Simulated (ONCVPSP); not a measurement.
How hard is this phosphorus ONCV potential?

```
Element                 : P
Generator               : ONCVPSP 4.0.1
Type                    : optimised norm-conserving Vanderbilt (ONCV)
Functional              : PBE
Relativity              : scalar-relativistic
Frozen core             : [Ne]
Valence charge          : 5
Reference configuration : 3s2 3p3
Partial waves           : 3s: rc 1.65 bohr, ncon 4, nbas 7, qcut 3.8 1/bohr, 1 projector; 3p: rc 2.00 bohr, ncon 3, nbas 7, qcut 4 1/bohr, 3 projectors, debl 1.7 Ha
Local potential         : polynomial inside 1.10 bohr (lpopt 4, dvloc0 6 Ha)
Core correction         : Teter function fitted to the true core (icmod 2), fcfact 0.4
```

**Question.** For each optimised wave give the share of its norm inside rc, the residual kinetic energy above qcut (Ha) and the cutoffs (Ha) for errors of 10, 1, 0.1 and 0.01 mHa per electron.

**Answer.**

```tsv
wave	norm inside rc	residual KE	10 mHa	1 mHa	0.1 mHa	0.01 mHa
3s	0.418	5.0e-03	6.1	18.4	40.6	47.8
3p	0.420	2.2e-05	3.0	4.4	5.6	21.8
p projector 2	0.122	7.0e-05	4.1	5.2	7.3	25.2
p projector 3	0.191	4.5e-03	7.1	10.8	17.1	62.1
```

The occupied waves need 18 Ha and 41 Ha for 1 and 0.1 mHa.
